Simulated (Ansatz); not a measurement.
Ansatz (an electronic-structure program) input (SVWN5/def2-TZVP):

Ansatz 0.2 input:
```yaml
crystal:
  periodic: [false, false, false]
  atoms:
    - {symbol: N, position_ang: [1.15580847, -0.31373315, -0.31237443]}
    - {symbol: Si, position_ang: [-0.46273495, 0.16813804, 0.16347789]}
    - {symbol: H, position_ang: [1.16009568, -1.03632747, -1.03690724]}
    - {symbol: H, position_ang: [-1.09165965, -0.96420542, 0.89488048]}
    - {symbol: H, position_ang: [-1.30705422, 0.50029215, -1.01420996]}
    - {symbol: H, position_ang: [-0.37375183, 1.34244013, 1.05416726]}
basis:
  gaussian:
    orbitals: def2-TZVP
hamiltonian:
  xc: {name: SVWN5}
magnetization: {spin_polarized: true, initial_magnetization: 1}
relax: {f_tol: 0.003, max_steps: 100}
```

End of the output:

```
583 factors; their error is unknown
mean field: 0.23 GiB planned
mean field -9386.96741955 eV, -344.9646899534 hartree, gradient 1.3e-5 eV, S^2 0.752877; 0 other end points of the search recorded, 0 dependent functions left out
the calculation of the forces begins
reference -9386.96745176 eV, -344.9646911370 hartree; 13, 12 occupied and 79, 80 virtual orbitals, 583 factors
relax step  13: F+E_penalty+E_count = -9386.96741955 eV  Δ(F+E_penalty+E_count) = -4.650e-5 eV  max|allowed force component| = 2.096e-2 eV/Å  Δτ_max = 0.0092 Å  (31 SCF iters, accepted)
these checks for a lower state are left out or cut short: starts, cluster_reference, orbital_swaps, neighbouring_geometries, increment
integrals: 0.02 GiB planned
583 factors; their error is unknown
mean field: 0.23 GiB planned
mean field -9386.96740139 eV, -344.9646892861 hartree, gradient 2.5e-5 eV, S^2 0.752875; 0 other end points of the search recorded, 0 dependent functions left out
the calculation of the forces begins
reference -9386.96743360 eV, -344.9646904697 hartree; 13, 12 occupied and 79, 80 virtual orbitals, 583 factors
relax step  14: F+E_penalty+E_count = -9386.96740139 eV  Δ(F+E_penalty+E_count) = +1.816e-5 eV  max|allowed force component| = 2.428e-2 eV/Å  Δτ_max = 0.0029 Å  (24 SCF iters, rejected (line search))
these checks for a lower state are left out or cut short: starts, cluster_reference, orbital_swaps, neighbouring_geometries, increment
integrals: 0.02 GiB planned
583 factors; their error is unknown
mean field: 0.23 GiB planned
mean field -9386.96743601 eV, -344.9646905585 hartree, gradient 2.2e-5 eV, S^2 0.752874; 0 other end points of the search recorded, 0 dependent functions left out
the calculation of the forces begins
reference -9386.96746822 eV, -344.9646917422 hartree; 13, 12 occupied and 79, 80 virtual orbitals, 583 factors
relax step  15: F+E_penalty+E_count = -9386.96743601 eV  Δ(F+E_penalty+E_count) = -1.647e-5 eV  max|allowed force component| = 3.551e-3 eV/Å  Δτ_max = 0.0012 Å  (22 SCF iters, accepted)
these checks for a lower state are left out or cut short: starts, cluster_reference, orbital_swaps, neighbouring_geometries, increment
integrals: 0.02 GiB planned
583 factors; their error is unknown
mean field: 0.23 GiB planned
mean field evaluation 128: about -9386.9674 eV, gradient 6.7e-6 eV
mean field -9386.96743751 eV, -344.9646906135 hartree, gradient 6.7e-6 eV, S^2 0.752875; 0 other end points of the search recorded, 0 dependent functions left out
the calculation of the forces begins
reference -9386.96746972 eV, -344.9646917972 hartree; 13, 12 occupied and 79, 80 virtual orbitals, 583 factors
relax step  16: F+E_penalty+E_count = -9386.96743751 eV  Δ(F+E_penalty+E_count) = -1.498e-6 eV  max|allowed force component| = 1.008e-3 eV/Å  Δτ_max = 0.0021 Å  (25 SCF iters, accepted)
integrals: 0.02 GiB planned
583 factors; their error is unknown
mean field: 0.23 GiB planned
mean field -9386.96743751 eV, -344.9646906135 hartree, gradient 1.1e-5 eV, S^2 0.752875; 4 other end points of the search recorded, 0 dependent functions left out
the calculation of the forces begins
reference -9386.96746972 eV, -344.9646917972 hartree; 13, 12 occupied and 79, 80 virtual orbitals, 583 factors
Total energy: -9386.96746972 eV, -344.9646917972 hartree
Atom 0 at     1.113754    -0.447558    -0.204089 Å, force     0.000870    -0.000508    -0.000003 eV/Å
Atom 1 at    -0.458821     0.160126     0.135304 Å, force    -0.001008     0.000306     0.000253 eV/Å
Atom 2 at     1.227305    -0.907346    -1.121265 Å, force    -0.000161     0.000120    -0.000303 eV/Å
Atom 3 at    -1.112638    -0.939393     0.938622 Å, force    -0.000001     0.000161    -0.000332 eV/Å
Atom 4 at    -1.357458     0.476712    -1.025726 Å, force     0.000424    -0.000334     0.000437 eV/Å
Atom 5 at    -0.331438     1.354063     1.026188 Å, force    -0.000124     0.000256    -0.000052 eV/Å
Dipole moment:    -0.199280    -0.041970    -0.219538 e Å
```

It need not be the lowest isomer of its formula.
